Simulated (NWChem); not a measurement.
System: C2H6B cation

NWChem input:

```
start job
memory heap 200 mb stack 900 mb global 1100 mb
charge 1
geometry units angstroms noautoz
  C      0.000000     0.000000     1.482654
  B      0.000000     0.000000     0.000000
  C      0.000000     0.000000    -1.482654
  H     -0.788294     0.664278     1.872874
  H     -0.181135    -1.014821     1.872874
  H      0.969429     0.350543     1.872874
  H      0.350543     0.969429    -1.872874
  H     -1.014821    -0.181135    -1.872874
  H      0.664278    -0.788294    -1.872874
end
basis spherical
  C library 6-31g*
  B library 6-31g*
  H library 6-31g*
end
dft
  xc xtpss03 ctpss03
  iterations 150
  mulliken
end
task dft energy
```

NWChem printed, in part:

```
             Northwest Computational Chemistry Package (NWChem) 7.3.0
             --------------------------------------------------------

 D3  symmetry detected

                             Geometry "geometry" -> ""
                             -------------------------

 Output coordinates in angstroms (scale by  1.889725989 to convert to a.u.)

  No.       Tag          Charge          X              Y              Z
 ---- ---------------- ---------- -------------- -------------- --------------
    1 C                    6.0000     0.00000000     0.00000000     1.48265400
    2 B                    5.0000     0.00000000     0.00000000     0.00000000
    3 C                    6.0000     0.00000000     0.00000000    -1.48265400
    4 H                    1.0000    -0.78829190     0.66427676     1.87287400
    5 H                    1.0000    -0.18113460    -1.01481919     1.87287400
    6 H                    1.0000     0.96942650     0.35054244     1.87287400
    7 H                    1.0000     0.35054244     0.96942650    -1.87287400
    8 H                    1.0000    -1.01481919    -0.18113460    -1.87287400
    9 H                    1.0000     0.66427676    -0.78829190    -1.87287400

 Effective nuclear repulsion energy (a.u.)      60.9421548962

      Symmetry information
      --------------------

 Group name             D3
 Group number             12
 Group order               6
 No. of unique centers     3

                                 NWChem DFT Module
                                 -----------------

 Summary of "ao basis" -> "ao basis" (spherical)
 ------------------------------------------------------------------------------
       Tag                 Description            Shells   Functions and Types
 ---------------- ------------------------------  ------  ---------------------
 C                           6-31g*                  6       14   3s2p1d
 B                           6-31g*                  6       14   3s2p1d
 H                           6-31g*                  2        2   2s

      Symmetry analysis of basis
      --------------------------

        a1         12
        a2         10
        e          32

  Rotation of axis

            General Information
            -------------------
          SCF calculation type: DFT
          Wavefunction type:  closed shell.
          No. of atoms     :     9
          No. of electrons :    22
           Alpha electrons :    11
            Beta electrons :    11
          Charge           :     1
          Spin multiplicity:     1
          Use of symmetry is: on ; symmetry adaption is: on
          Maximum number of iterations: 150
          AO basis - number of functions:    54
                     number of shells:    30
          Convergence on energy requested:  1.00D-06
          Convergence on density requested:  1.00D-05
          Convergence on gradient requested:  5.00D-04

              XC Information
              --------------
                  TPSS metaGGA Exchange Functional  1.000
             TPSS03 metaGGA Correlation Functional  1.000

             Grid Information
             ----------------
          Grid used for XC integration:  medium
          Radial quadrature: Mura-Knowles
          Angular quadrature: Lebedev.
          Tag              B.-S. Rad. Rad. Pts. Rad. Cut. Ang. Pts.
          ---              ---------- --------- --------- ---------
          C                   0.70       49          10.0       434
          B                   0.85       49           7.0       434
          H                   0.35       45          11.0       434
          Grid pruning is: on
          Number of quadrature shells:   143
          Spatial weights used:  Erf1

      Superposition of Atomic Density Guess
      -------------------------------------

 Sum of atomic energies:        -102.83599202

 Renormalizing density from      23.00 to     22

      Non-variational initial energy
      ------------------------------

 Total energy =    -101.243820
 1-e energy   =    -245.167003
 2-e energy   =      82.981028
 HOMO         =      -0.767201
 LUMO         =      -0.281990

      Symmetry analysis of molecular orbitals - initial
      -------------------------------------------------

  Numbering of irreducible representations:

     1 a1          2 a2          3 e

  Orbital symmetries:

     1 a1          2 a2          3 a1          4 a1          5 a2
     6 a1          7 e           8 e           9 e          10 e
    11 a2         12 e          13 e          14 a1         15 a2
    16 e          17 e          18 a1         19 e          20 e
    21 a2

     ---------------------------------------------
      Total Density - Mulliken Population Analysis
     ---------------------------------------------

    Atom       Charge   Shell Charges
 -----------   ------   -------------------------------------------------------
    1 C    6     7.17   2.00  0.79  2.47  0.65  1.24  0.02
    2 B    5     4.10   2.00  0.70  0.86  0.35  0.15  0.04
    3 C    6     7.17   2.00  0.79  2.47  0.65  1.24  0.02
    4 H    1     0.59   0.41  0.19
    5 H    1     0.59   0.41  0.19
    6 H    1     0.59   0.41  0.19
    7 H    1     0.59   0.41  0.19
    8 H    1     0.59   0.41  0.19
    9 H    1     0.59   0.41  0.19

   convergence    iter        energy       DeltaE   RMS-Dens  Diis-err
 ---------------- ----- ----------------- --------- --------- ---------
 d= 0,ls=0.0,diis     1   -104.3136299852 -1.65D+02  1.61D-02  7.67D-01
 d= 0,ls=0.0,diis     2   -104.3107266278  2.90D-03  9.60D-03  6.69D-01
 d= 0,ls=0.0,diis     3   -104.3985985591 -8.79D-02  1.70D-03  1.71D-02
 d= 0,ls=0.0,diis     4   -104.4007609743 -2.16D-03  5.39D-04  1.75D-03
 d= 0,ls=0.0,diis     5   -104.4010678108 -3.07D-04  1.55D-05  7.48D-07
 d= 0,ls=0.0,diis     6   -104.4010679132 -1.02D-07  2.86D-06  2.32D-08

         Total DFT energy =     -104.401067913178
      One electron energy =     -253.464963593211
           Coulomb energy =      105.000237332850
    Exchange-Corr. energy =      -16.878496549029
 Nuclear repulsion energy =       60.942154896211

 Numeric. integr. density =       22.000005538628

                  Occupations of the irreducible representations
                  ----------------------------------------------

                     irrep           alpha         beta
                     --------     --------     --------
                     a1                4.0          4.0
                     a2                3.0          3.0
                     e                 4.0          4.0

                       DFT Final Molecular Orbital Analysis
                       ------------------------------------

 Vector    9  Occ=2.000000D+00  E=-5.937274D-01  Symmetry=e
              MO Center=  5.7D-02,  1.1D-02, -4.9D-14, r^2= 3.9D+00
   Bfn.  Coefficient  Atom+Function         Bfn.  Coefficient  Atom+Function
  ----- ------------  ---------------      ----- ------------  ---------------
     4      0.288629  1 C  py                32     -0.288865  3 C  py
    49     -0.197605  7 H  s                 45     -0.190019  5 H  s
     8      0.156814  1 C  py                36     -0.157169  3 C  py
     3      0.152557  1 C  px                31     -0.152110  3 C  px
    47      0.147630  6 H  s                 51      0.122540  8 H  s

 Vector   10  Occ=2.000000D+00  E=-5.937274D-01  Symmetry=e
              MO Center= -5.7D-02, -1.1D-02, -5.9D-14, r^2= 3.9D+00
   Bfn.  Coefficient  Atom+Function         Bfn.  Coefficient  Atom+Function
  ----- ------------  ---------------      ----- ------------  ---------------
     3      0.288629  1 C  px                31     -0.288865  3 C  px
    43     -0.194942  4 H  s                 53     -0.184836  9 H  s
     7      0.156814  1 C  px                35     -0.157169  3 C  px
    51      0.157427  8 H  s                  4     -0.152557  1 C  py
    32      0.152110  3 C  py                47      0.134181  6 H  s

 Vector   11  Occ=2.000000D+00  E=-5.789161D-01  Symmetry=a2
              MO Center= -8.6D-16,  3.4D-16,  2.4D-15, r^2= 2.7D+00
   Bfn.  Coefficient  Atom+Function         Bfn.  Coefficient  Atom+Function
  ----- ------------  ---------------      ----- ------------  ---------------
    19      0.421292  2 B  pz                 5     -0.346218  1 C  pz
    33     -0.346218  3 C  pz                 9     -0.134094  1 C  pz
    37     -0.134094  3 C  pz                23      0.105530  2 B  pz
    43     -0.076530  4 H  s                 45     -0.076530  5 H  s
    47     -0.076530  6 H  s                 49      0.076530  7 H  s

 Vector   12  Occ=0.000000D+00  E=-3.057652D-01  Symmetry=e
              MO Center= -1.9D-02,  2.1D-03, -9.9D-16, r^2= 2.2D+00
   Bfn.  Coefficient  Atom+Function         Bfn.  Coefficient  Atom+Function
  ----- ------------  ---------------      ----- ------------  ---------------
    17      0.570142  2 B  px                21      0.477527  2 B  px
    44      0.231220  4 H  s                 52      0.215560  8 H  s
    54     -0.211792  9 H  s                 18     -0.200122  2 B  py
    48     -0.190249  6 H  s                 22     -0.167614  2 B  py
    43      0.133527  4 H  s                 51      0.124352  8 H  s

 Vector   13  Occ=0.000000D+00  E=-3.057652D-01  Symmetry=e
              MO Center=  1.9D-02, -2.1D-03, -1.5D-14, r^2= 2.2D+00
   Bfn.  Coefficient  Atom+Function         Bfn.  Coefficient  Atom+Function
  ----- ------------  ---------------      ----- ------------  ---------------
    18      0.570142  2 B  py                22      0.477527  2 B  py
    50     -0.246731  7 H  s                 46      0.243335  5 H  s
    17      0.200122  2 B  px                21      0.167614  2 B  px
    48     -0.157150  6 H  s                 49     -0.142802  7 H  s
    45      0.140959  5 H  s                 54      0.126629  9 H  s

 Vector   14  Occ=0.000000D+00  E=-1.395725D-01  Symmetry=a1
              MO Center= -5.5D-15, -9.1D-15, -1.2D-14, r^2= 4.8D+00
   Bfn.  Coefficient  Atom+Function         Bfn.  Coefficient  Atom+Function
  ----- ------------  ---------------      ----- ------------  ---------------
    20     -1.572355  2 B  s                  6      1.557596  1 C  s
    34      1.557596  3 C  s                 44     -0.490115  4 H  s
    46     -0.490115  5 H  s                 48     -0.490115  6 H  s
    50     -0.490115  7 H  s                 52     -0.490115  8 H  s
    54     -0.490115  9 H  s                  2      0.185009  1 C  s

     ---------------------------------------------
      Total Density - Mulliken Population Analysis
     ---------------------------------------------

    Atom       Charge   Shell Charges
 -----------   ------   -------------------------------------------------------
    1 C    6     6.70   2.00  0.66  2.18  0.71  1.13  0.02
    2 B    5     4.34   2.00  0.68  1.11  0.32  0.18  0.04
    3 C    6     6.70   2.00  0.66  2.18  0.71  1.13  0.02
    4 H    1     0.71   0.50  0.21
    5 H    1     0.71   0.50  0.21
    6 H    1     0.71   0.50  0.21
    7 H    1     0.71   0.50  0.21
    8 H    1     0.71   0.50  0.21
    9 H    1     0.71   0.50  0.21

     -------------------------------------------
      Total Density - Lowdin Population Analysis
     -------------------------------------------

    Atom       Charge   Shell Charges
 -----------   ------   -------------------------------------------------------
    1 C    6     6.43   1.99  0.54  1.96  0.43  1.46  0.04
    2 B    5     4.55   1.99  0.54  0.96  0.37  0.60  0.09
    3 C    6     6.43   1.99  0.54  1.96  0.43  1.46  0.04
    4 H    1     0.77   0.46  0.31
    5 H    1     0.77   0.46  0.31
    6 H    1     0.77   0.46  0.31
    7 H    1     0.77   0.46  0.31
    8 H    1     0.77   0.46  0.31
    9 H    1     0.77   0.46  0.31

     Multipole analysis of the density
     ---------------------------------

     L   x y z        total         alpha         beta         nuclear
     -   - - -        -----         -----         ----         -------
     0   0 0 0      1.000000    -11.000000    -11.000000     23.000000

     1   1 0 0     -0.000000     -0.000000     -0.000000     -0.000000
     1   0 1 0     -0.000000     -0.000000     -0.000000      0.000000
     1   0 0 1     -0.000000     -0.000000     -0.000000     -0.000000

     2   2 0 0    -11.527625    -11.456095    -11.456095     11.384565
     2   1 1 0     -0.000000      0.000000      0.000000     -0.000000
     2   1 0 1      0.000000      0.000000      0.000000      0.000000
     2   0 2 0    -11.527625    -11.456095    -11.456095     11.384565
     2   0 1 1     -0.000000     -0.000000     -0.000000      0.000000
     2   0 0 2     -5.375957    -87.367014    -87.367014    169.358070
```

Level: TPSS/6-31G* (spherical d). Structure relaxed at the B3LYP/6-31G* (spherical d) level.
